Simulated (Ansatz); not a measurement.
Basis sets compared for In6N6H18, a cluster cut from wurtzite InN (hydrogen-capped). Total charge 0; singlet. Geometry PBE-D4/def2-SVP. Ansatz on 2 threads of AMD EPYC 7R13 on a shared host and a share (18 GiB) of an NVIDIA H100 80GB HBM3; times are rough, and most runs start from earlier orbitals.

```xyz
30

N     1.664   -0.027    2.029
In    1.568    1.789    0.728
In    2.280   -1.155   -1.293
N     1.598    0.971   -1.241
N    -0.577    2.353    1.008
In   -0.216    1.498   -2.432
In    0.315   -1.781    1.708
N     0.502   -2.153   -0.383
N    -1.676   -0.775    1.865
In   -2.241    0.935    0.541
In   -1.439   -1.989   -1.475
N    -1.735    0.224   -1.405
H     2.608   -0.410    1.842
H     1.679    0.241    3.025
H     2.611    3.036    1.345
H     3.521   -1.242   -0.024
H     2.467   -1.674   -2.944
H     2.356    1.471   -1.737
H    -0.720    2.787    1.932
H    -0.716    3.122    0.328
H    -0.612    3.150   -1.909
H    -0.016    0.968   -4.077
H     0.512   -2.944    2.986
H     0.732   -3.159   -0.466
H    -1.895   -0.559    2.849
H    -2.345   -1.519    1.599
H    -3.770    1.606    1.030
H    -1.233   -2.504   -3.125
H    -2.637   -2.622   -0.326
H    -2.584    0.363   -1.980
```

In the def2 sets In takes a core potential; there is no spin–orbit coupling. Single mean-field runs in def2-TZVP are fitted with def2-universal-jkfit.

Binding counts from free atoms (N quartet, In doublet, H doublet) in the same basis, without a counterpoise term.

```csv
level,functions,energy (Eh),HOMO (eV),LUMO (eV),binding per atom (eV),wall time
PBE-D4/def2-SVP,330,-1479.6555,-5.85,-1.63,2.91,4.8 s
PBE0-D4/def2-SVP,330,-1479.6856,-7.01,-0.75,2.86,4.2 s
```

Question: Estimate the rows for PBE-D4/def2-TZVP (with forces), PBE0-D4/def2-TZVP (with forces).

Answer: 
```json
{"level": "PBE-D4/def2-TZVP (with forces)", "functions": "594", "energy (Eh)": "-1480.1034", "HOMO (eV)": "-5.94", "LUMO (eV)": "-1.89", "binding per atom (eV)": "2.91", "wall time": "4.2 s"}
{"level": "PBE0-D4/def2-TZVP (with forces)", "functions": "594", "energy (Eh)": "-1480.1205", "HOMO (eV)": "-7.08", "LUMO (eV)": "-1.07", "binding per atom (eV)": "2.86", "wall time": "7 s"}
```
